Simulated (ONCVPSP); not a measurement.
## Before and after: ONCV potential for platinum

* Element: platinum (Pt)
* Generator: ONCVPSP 4.0.1
* Type: optimised norm-conserving Vanderbilt (ONCV)
* Functional: PBEsol
* Relativity: scalar-relativistic
* Frozen core: [Kr] 4d10 4f14
* Valence charge: 18
* Reference configuration: 5s2 5p6 5d9 6s1
* Partial waves: 5s+6s: rc 1.60 bohr, ncon 3, nbas 6, qcut 7.7 1/bohr, 2 projectors; 5p: rc 1.50 bohr, ncon 3, nbas 7, qcut 8.6 1/bohr, 3 projectors, debl 3.2 Ha; 5d: rc 2.15 bohr, ncon 4, nbas 9, qcut 6.8 1/bohr, 1 projector; f scattering state at 0.23 Ha: rc 1.50 bohr, ncon 4, nbas 7, qcut 8 1/bohr, local
* Local potential: the f channel
* Core correction: Teter function, fcfact 4.5, rcfact 1.15

All-electron outer shells of the reference configuration (PBEsol, scalar-relativistic, ld1.x):

```tsv
shell	level (eV)	outermost node (bohr)	outermost maximum (bohr)
5s	-101.88	0.49	0.87
4f	-70.14	–	0.38
5p	-56.04	0.53	0.98
5d	-6.17	0.57	1.26
6s	-5.70	1.14	2.38
```

Change: p: qcut 8.

Cutoffs: the cutoffs (Ha) at which the residual kinetic energy of the hardest occupied pseudo-wave falls to 1 and 0.1 mHa per electron; they do not see the model core or the augmentation charge, which bear on the density cutoff. Errors are all-electron minus pseudo energies relative to the spin-unpolarised reference configuration.

Q: Predict the effect on cutoff, ghosts and configuration errors.

A: The potential gets softer (25 Ha and 30 Ha → 21 Ha and 27 Ha); both files keep a bound ghost (s); the errors of the 4 common tests hardly move. The waves are optimised to have the least kinetic energy above qcut, so the cutoff follows it (qcut²/2 in Ha).

```csv
quantity,base,changed
"cutoff, loose",25 Ha,21 Ha
"cutoff, tight",30 Ha,27 Ha
loose cutoff by channel,"s 21 Ha, p 25 Ha, d 17 Ha","s 21 Ha, p 21 Ha, d 17 Ha"
bound ghosts,s,s
GHOST(+) flags under 300 eV,none,none
"error for 5s2 5p6 5d9 6s0, meV [ΔE 9.23 eV]",-4.1,-4.1
"error for 5s2 5p6 5d8 6s0, meV [ΔE 29.22 eV]",-21,-21
"error for 5s2 5p6 5d7 6s0, meV [ΔE 61.47 eV]",-73,-72
"error for 5s2 5p6 5d9 6s0.5, meV [ΔE 3.71 eV]",-1.5,-1.5
s: phases at 1.62 bohr within 0.05 rad from the reference energy up to (Ha; the scan ends near 5),to the end of the scan,to the end of the scan
p: phases at 1.52 bohr within 0.05 rad from the reference energy up to (Ha; the scan ends near 5),to the end of the scan,to the end of the scan
d: phases at 2.18 bohr within 0.05 rad from the reference energy up to (Ha; the scan ends near 5),1.2,1.2
f: phases at 1.52 bohr within 0.05 rad from the reference energy up to (Ha; the scan ends near 5),1.2,1.2
"rms error of d²Exc/dni dnj with the model core, mHa",1.62,1.62
```

 A true bound ghost makes a file unfit for plane-wave use even where its test errors are small: the radial tests pick states by their node count and pass the ghost by.
